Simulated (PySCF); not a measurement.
C₇H₁₂BN.
Numbering: `[N:1]#[C:2][CH2:3][B:4]1[CH2:5][CH2:6][CH2:7][CH2:8][CH2:9]1` (hydrogens: H10, H11 on C3; H12, H13 on C5; H14, H15 on C6; H16, H17 on C7; H18, H19 on C8; H20, H21 on C9)

Geometry (PBE0-D3(BJ)/def2-SVP, Å), atoms numbered from 1 in this order:
```xyz
21
C7H12BN angstrom
N     -3.8269    1.2528    0.4977
C     -3.1235    0.3327    0.4902
C     -2.1993   -0.7853    0.4804
B     -0.6619   -0.4174    0.2868
C     -0.2029    1.0061   -0.1626
C      1.2043    1.0758   -0.7585
C      2.1998    0.1912   -0.0137
C      1.7823   -1.2766   -0.0145
C      0.4211   -1.4921    0.6508
H     -2.3491   -1.4086    1.3781
H     -2.4459   -1.4459   -0.3732
H     -0.9547    1.5273   -0.7781
H     -0.2304    1.5623    0.8027
H      1.5664    2.1164   -0.7840
H      1.1643    0.7478   -1.8127
H      3.2001    0.2942   -0.4644
H      2.2976    0.5443    1.0300
H      1.7350   -1.6288   -1.0606
H      2.5563   -1.8915    0.4734
H      0.5252   -1.3550    1.7502
H      0.0594   -2.5288    0.5407
```

All values: PBE0/pcSseg-1 (PySCF, non-relativistic), on one gas-phase PBE0-D3(BJ)/def2-SVP geometry that isn't relaxed in the solvent. The solvent is an IEF-PCM continuum (van der Waals radii × 1.2). Only the electrostatic response of the medium enters.

Gas phase at PBE0/pcSseg-1: HOMO -8.27 eV, LUMO -0.92 eV, dipole 4.36 D.

Q: What does the continuum do to the energy, the frontier levels and the dipole at PBE0/pcSseg-1 in chloroform and acetonitrile?

A: 
```json
{"solvent": "chloroform", "ε": "4.711", "E(solvent) − E(gas) (kJ/mol)": "-21.77", "polarisation term (kJ/mol)": "-25.45", "distortion of the solute (kJ/mol)": "3.68", "HOMO (eV)": "-8.00", "LUMO (eV)": "-0.59", "dipole (D)": "5.22"}
{"solvent": "acetonitrile", "ε": "35.69", "E(solvent) − E(gas) (kJ/mol)": "-29.99", "polarisation term (kJ/mol)": "-37.17", "distortion of the solute (kJ/mol)": "7.18", "HOMO (eV)": "-7.92", "LUMO (eV)": "-0.49", "dipole (D)": "5.55"}
```

The polarisation term is half the interaction of the solute with the surface charges that it induces; the rest is the cost of distorting the solute's density. The sum is the electrostatic part of solvation alone. From chloroform to acetonitrile the lowering changes by a factor 1.38, Onsager's factor (ε − 1)/(2ε + 1) by 1.35 and ε itself by 7.6.

Q: Which radius a makes the point-dipole formula ΔE = −[(ε − 1)/(2ε + 1)]·μ²/a³ give the value in acetonitrile, with the gas-phase dipole?

A: μ = 1.714 au and |ΔE| = 0.01142 Eh give a = 2.63 Å; the farthest nucleus lies 4.22 Å from the centroid of the nuclei, so such a sphere wouldn't even hold the nuclei. The formula assumes a rigid point dipole at the centre of a sphere.

Q: Give the dipole vector in the frame of the coordinates (D, pointing from negative to positive charge), gas and acetonitrile.

A: Gas (3.22, -2.93, -0.06), solvent (3.85, -4.01, 0.04). Its length changes by +27 % and its direction by 4°.

Q: Which Hirshfeld charges (PBE0/pcSseg-1) respond most in acetonitrile (means over atoms taken as equivalent)?

A: 
```tsv
atoms	environment	gas (e)	solvent (e)	change
N1	nitrile nitrogen	-0.242	-0.311	-0.069
C2	nitrile carbon	+0.081	+0.099	+0.018
H10/H11	methylene hydrogen	+0.070	+0.085	+0.015
B4	three-coordinate boron	+0.210	+0.219	+0.009
C3	sp3 carbon bound to boron	-0.109	-0.102	+0.007
H12/H13/H20/H21	methylene hydrogen	+0.045	+0.046	+0.001
C5/C9	sp3 carbon bound to boron	-0.140	-0.139	+0.001
C7	ring CH2 carbon	-0.066	-0.067	-0.001
C6/C8	ring CH2 carbon	-0.065	-0.065	0.000
H14/H15/H18/H19	methylene hydrogen	+0.035	+0.035	0.000
H16/H17	methylene hydrogen	+0.037	+0.037	0.000
```

Q: Which Mayer bond orders change most in acetonitrile?

A: 
```tsv
bond	length (Å)	gas	solvent	change
C2–C3	1.451	1.057	1.074	+0.017
C3–H11	1.107	0.890	0.876	-0.014
C3–B4	1.593	0.897	0.885	-0.012
B4–C5	1.562	1.029	1.017	-0.012
C3–H10	1.103	0.918	0.906	-0.012
N1–C2	1.158	3.048	3.053	+0.005
C5–H12	1.103	0.933	0.936	+0.003
C9–H20	1.113	0.899	0.896	-0.003
```
